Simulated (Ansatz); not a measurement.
Mulliken charges of FH3O4W, SMILES `[O]=[W]([OH])([OH])([OH])[F]` from B3LYP/def2-TZVPP in Ansatz (PBE0-D4/def2-TZVP geometry).

```json
{"atom": "O1", "x (Å)": "0.193", "y (Å)": "-0.700", "z (Å)": "1.743", "charge (e)": "-0.355"}
{"atom": "W2", "x (Å)": "0.032", "y (Å)": "-0.073", "z (Å)": "0.186", "charge (e)": "1.258"}
{"atom": "O3", "x (Å)": "1.625", "y (Å)": "-0.425", "z (Å)": "-0.773", "charge (e)": "-0.391"}
{"atom": "O4", "x (Å)": "-0.856", "y (Å)": "-1.428", "z (Å)": "-0.739", "charge (e)": "-0.366"}
{"atom": "O5", "x (Å)": "-1.513", "y (Å)": "1.016", "z (Å)": "0.130", "charge (e)": "-0.391"}
{"atom": "F6", "x (Å)": "0.879", "y (Å)": "1.639", "z (Å)": "0.396", "charge (e)": "-0.392"}
{"atom": "H7", "x (Å)": "2.313", "y (Å)": "0.244", "z (Å)": "-0.809", "charge (e)": "0.211"}
{"atom": "H8", "x (Å)": "-1.154", "y (Å)": "-2.282", "z (Å)": "-0.421", "charge (e)": "0.217"}
{"atom": "H9", "x (Å)": "-1.431", "y (Å)": "1.963", "z (Å)": "0.268", "charge (e)": "0.211"}
```

Task: By hand: the dipole of these point charges (1 e Å = 4.8032 D).

Result: Σ q r = (-0.168, -0.224, -0.224) e Å, of length 0.359 e Å = 1.72 D.

Task: How does the dipole of the full density compare? (Estimate.)

Result: Ansatz gave: (-0.090, -0.046, -0.241) e Å, 1.26 D; the point charges give 1.37 times that, at 32° from its direction.

Point charges leave out the atoms' own dipoles, such as those of lone pairs, and Mulliken's split depends on the basis, so the two needn't agree.

B3LYP here is the variant with VWN-RPA as its local correlation; programs differ in this.
